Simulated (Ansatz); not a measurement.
Other settings, tried on Al₁₅N₁₅H₃₆, a nanocrystal cut from wurtzite AlN (hydrogen-capped).

```yaml
crystal:
  periodic: [false, false, false]
  atoms:
    - {symbol: N, position_ang: [-0.817081, -4.039571, -0.521135]}
    - {symbol: Al, position_ang: [-2.461202, -3.208106, 0.231835]}
    - {symbol: Al, position_ang: [-2.485169, -1.433038, -2.332295]}
    - {symbol: N, position_ang: [-2.400864, -1.386049, -0.400954]}
    - {symbol: Al, position_ang: [-4.008549, -0.528327, 0.234353]}
    - {symbol: N, position_ang: [-3.907544, 1.312376, -0.516026]}
    - {symbol: Al, position_ang: [0.845334, -3.204604, 0.030941]}
    - {symbol: N, position_ang: [0.628317, -3.167165, 1.977964]}
    - {symbol: Al, position_ang: [0.711242, -1.450455, -2.387495]}
    - {symbol: N, position_ang: [-0.832393, -0.477931, -2.943253]}
    - {symbol: N, position_ang: [0.740043, -1.371304, -0.487214]}
    - {symbol: Al, position_ang: [-0.839120, -0.484641, 0.142961]}
    - {symbol: Al, position_ang: [0.749897, -1.399182, 2.793580]}
    - {symbol: N, position_ang: [-0.741665, -0.430056, 2.080172]}
    - {symbol: Al, position_ang: [-0.902740, 1.344384, -2.384932]}
    - {symbol: N, position_ang: [-0.818203, 1.327143, -0.484751]}
    - {symbol: Al, position_ang: [-2.352905, 2.334096, 0.036076]}
    - {symbol: Al, position_ang: [-0.834460, 1.345395, 2.795992]}
    - {symbol: N, position_ang: [-2.427340, 2.124720, 1.982873]}
    - {symbol: N, position_ang: [2.287887, -0.444405, -3.006045]}
    - {symbol: Al, position_ang: [2.339113, -0.477038, 0.115103]}
    - {symbol: N, position_ang: [2.258196, -0.445811, 2.060476]}
    - {symbol: Al, position_ang: [2.428771, 1.404786, -2.373344]}
    - {symbol: N, position_ang: [0.756181, 2.207771, -3.003742]}
    - {symbol: N, position_ang: [2.309660, 1.334211, -0.493856]}
    - {symbol: Al, position_ang: [0.756134, 2.264342, 0.117511]}
    - {symbol: Al, position_ang: [2.313566, 1.333263, 2.797177]}
    - {symbol: N, position_ang: [0.744678, 2.176036, 2.062754]}
    - {symbol: Al, position_ang: [3.942062, 2.276753, 0.028537]}
    - {symbol: N, position_ang: [3.858106, 2.224806, 2.024361]}
    - {symbol: H, position_ang: [-0.821272, -5.045580, -0.290033]}
    - {symbol: H, position_ang: [-0.925369, -4.010234, -1.551914]}
    - {symbol: H, position_ang: [-3.737587, -4.046096, -0.254412]}
    - {symbol: H, position_ang: [-2.144143, -3.244765, 1.843652]}
    - {symbol: H, position_ang: [-2.322460, -2.950615, -2.874184]}
    - {symbol: H, position_ang: [-3.718683, -0.532826, -2.871904]}
    - {symbol: H, position_ang: [-5.372975, -1.213931, -0.251586]}
    - {symbol: H, position_ang: [-3.880442, -0.237641, 1.846516]}
    - {symbol: H, position_ang: [-3.937233, 1.205502, -1.546935]}
    - {symbol: H, position_ang: [-4.780766, 1.811210, -0.283357]}
    - {symbol: H, position_ang: [2.170068, -4.023131, -0.330207]}
    - {symbol: H, position_ang: [-0.349867, -3.471683, 2.183129]}
    - {symbol: H, position_ang: [1.244026, -3.844469, 2.452340]}
    - {symbol: H, position_ang: [0.809834, -2.950282, -2.957857]}
    - {symbol: H, position_ang: [-0.936184, -0.536925, -3.971342]}
    - {symbol: H, position_ang: [0.810215, -1.558282, 4.383244]}
    - {symbol: H, position_ang: [-1.599072, -0.924946, 2.396530]}
    - {symbol: H, position_ang: [-2.153035, 2.180165, -2.953038]}
    - {symbol: H, position_ang: [-2.400038, 3.891083, -0.322931]}
    - {symbol: H, position_ang: [-0.940749, 1.475050, 4.385917]}
    - {symbol: H, position_ang: [-3.179601, 1.429108, 2.187609]}
    - {symbol: H, position_ang: [-2.706185, 2.995749, 2.458698]}
    - {symbol: H, position_ang: [2.385827, -0.508885, -4.031358]}
    - {symbol: H, position_ang: [3.118957, -0.946575, -2.641016]}
    - {symbol: H, position_ang: [3.648956, -1.280621, -0.375467]}
    - {symbol: H, position_ang: [3.108058, -0.929597, 2.400586]}
    - {symbol: H, position_ang: [3.693304, 2.135949, -3.023102]}
    - {symbol: H, position_ang: [0.748550, 2.326032, -4.028917]}
    - {symbol: H, position_ang: [0.736981, 3.178155, -2.637560]}
    - {symbol: H, position_ang: [0.714185, 3.801050, -0.371171]}
    - {symbol: H, position_ang: [2.411778, 1.388740, 4.393490]}
    - {symbol: H, position_ang: [0.750954, 3.153459, 2.404214]}
    - {symbol: H, position_ang: [5.242514, 1.404292, -0.350342]}
    - {symbol: H, position_ang: [3.834383, 3.840119, -0.345967]}
    - {symbol: H, position_ang: [4.724220, 1.785471, 2.374296]}
    - {symbol: H, position_ang: [3.912870, 3.193519, 2.376796]}
basis:
  gaussian: {orbitals: STO-3G}
magnetization: {spin_polarized: true, initial_magnetization: 2}
hamiltonian: {xc: {name: HSE06}, dispersion: d4}
scf: {lower_state_search: light}
output: {forces: true}
```

```sh
$ ansatz run in.yaml --threads 4 --pin off --events-out ev --progress --plain --max-ram 66560MiB --backend cuda --devices 0, --max-vram 37GiB
```

It prints (some lines left out):

```
Functional definition: HSE06
3100 factors; integrals over basis functions are off by at most 9.1e-5 eV
336 factors; integrals over basis functions are off by at most 1.8e-7 eV
mean field evaluation 1: about -120354.9629 eV, gradient 6.4e1 eV
mean field evaluation 2: about -120344.4360 eV, gradient 8.1e1 eV
mean field evaluation 4: about -120378.4585 eV, gradient 9.2e0 eV
mean field evaluation 8: about -120379.3393 eV, gradient 1.6e0 eV
mean field evaluation 16: about -120379.2102 eV, gradient 1.7e-1 eV
mean field evaluation 32: about -120379.2322 eV, gradient 2.2e-5 eV
mean field evaluation 64: about -120377.0625 eV, gradient 5.5e0 eV
mean field evaluation 96: about -120379.1271 eV, gradient 8.1e-1 eV
mean field evaluation 128: about -120379.2263 eV, gradient 6.1e-2 eV
mean field -120379.23217946 eV, -4423.8551866209 hartree, gradient 5.2e-8 eV, S^2 2.004483; 10 other end points of the search recorded, 0 dependent functions left out
reference -120379.23223876 eV, -4423.8551888002 hartree; 169, 167 occupied and 77, 79 virtual orbitals, 3100 factors
Total energy: -120383.24262198 eV, -4424.0025676651 hartree
Atom 0 force    -0.400736     1.749705     1.223440 eV/Å
Atom 1 force     0.451980    -0.320454     1.127155 eV/Å
Atom 2 force     0.412025     0.235990    -0.979172 eV/Å
Atom 3 force    -1.948754    -1.127011    -0.749873 eV/Å
Atom 4 force    -0.052030     0.552381     1.130919 eV/Å
Atom 5 force     1.316896    -1.223790     1.220224 eV/Å
Atom 6 force     0.767267    -0.051412     0.190315 eV/Å
Atom 7 force     0.041848     1.731387    -1.188032 eV/Å
Atom 8 force    -0.033421    -0.652413    -0.251760 eV/Å
Atom 9 force    -0.486742    -0.281426     1.564415 eV/Å
Atom 10 force    -0.155350    -0.690668    -0.338607 eV/Å
Atom 11 force     1.716270     0.996811     0.668253 eV/Å
Atom 12 force     0.153073     0.379583     0.502816 eV/Å
Atom 13 force     0.888160     0.514902    -0.057174 eV/Å
Atom 14 force    -0.581076     0.296173    -0.248851 eV/Å
Atom 15 force    -0.673111     0.206187    -0.335928 eV/Å
Atom 16 force     0.339833     0.691049     0.191415 eV/Å
Atom 17 force     0.405698    -0.058195     0.502896 eV/Å
Atom 18 force     1.520023    -0.828072    -1.191381 eV/Å
Atom 19 force    -1.448499     0.979094     1.287286 eV/Å
Atom 20 force     0.578909    -0.040901     0.301312 eV/Å
Atom 21 force    -1.211004     0.756666    -0.435123 eV/Å
Atom 22 force     0.297270     0.172502    -0.334911 eV/Å
Atom 23 force     0.124876    -1.744996     1.284970 eV/Å
Atom 24 force     0.162459     0.091336    -0.101990 eV/Å
Atom 25 force     0.250397     0.527110     0.300071 eV/Å
Atom 26 force    -0.394830    -0.228204     0.567304 eV/Å
Atom 27 force     0.049368    -1.427240    -0.437024 eV/Å
Atom 28 force     0.415398     0.242431     0.128894 eV/Å
Atom 29 force    -1.571231    -0.902890    -1.497918 eV/Å
Atom 30 force     0.005494    -0.792710     0.030302 eV/Å
Atom 31 force     0.082696    -0.086557    -0.573513 eV/Å
Atom 32 force     1.445155     0.995851     0.473604 eV/Å
Atom 33 force    -0.398133    -0.058692    -2.050539 eV/Å
Atom 34 force    -0.217299     1.795210     0.708029 eV/Å
Atom 35 force     1.445788    -1.085608     0.705454 eV/Å
Atom 36 force     1.586175     0.752272     0.472741 eV/Å
Atom 37 force    -0.251331    -0.312576    -2.051363 eV/Å
Atom 38 force    -0.034194     0.115686    -0.573527 eV/Å
Atom 39 force    -0.683313     0.400971     0.031791 eV/Å
Atom 40 force    -1.623452     0.797328     0.440348 eV/Å
Atom 41 force    -0.301239    -0.262727     0.111753 eV/Å
Atom 42 force     0.295771    -0.569206     0.412118 eV/Å
Atom 43 force    -0.109553     1.794005     0.433584 eV/Å
Atom 44 force     0.087091     0.050940    -0.947453 eV/Å
Atom 45 force    -0.070946     0.112156    -1.888633 eV/Å
Atom 46 force    -0.503587    -0.292191     0.369676 eV/Å
Atom 47 force     1.499402    -0.991983     0.430935 eV/Å
Atom 48 force    -0.120441    -1.805614     0.438057 eV/Å
Atom 49 force     0.060084    -0.115109    -1.888745 eV/Å
Atom 50 force    -0.378256    -0.129542     0.111759 eV/Å
Atom 51 force    -0.344659     0.540058     0.413374 eV/Å
Atom 52 force     0.195559    -0.084414    -0.861250 eV/Å
Atom 53 force     0.455643    -0.293277     0.066368 eV/Å
Atom 54 force    -1.405847     0.851390     0.549409 eV/Å
Atom 55 force     0.644129    -0.362070     0.304636 eV/Å
Atom 56 force    -1.533059    -0.886474     0.584427 eV/Å
Atom 57 force     0.023912     0.212515    -0.860588 eV/Å
Atom 58 force    -0.026202     0.541032     0.067180 eV/Å
Atom 59 force     0.036400    -1.645325     0.548442 eV/Å
Atom 60 force    -0.051811    -0.028514    -1.937011 eV/Å
Atom 61 force     0.008618     0.738122     0.305469 eV/Å
Atom 62 force    -1.605687     1.106229     0.477682 eV/Å
Atom 63 force     0.158917    -1.945331     0.472039 eV/Å
Atom 64 force     0.583810    -0.212407     0.314062 eV/Å
Atom 65 force     0.109398     0.610926     0.315437 eV/Å
Dipole moment:     0.387336     0.222593    -0.160526 e Å
```

It took 43 s on 4 threads of AMD EPYC 7R13 on a shared host and a share (37 GiB) of an NVIDIA H100 80GB HBM3, peak host memory 2.8 GiB.

HSE06 is defined as in plane-wave codes, on full-range PBE exchange.
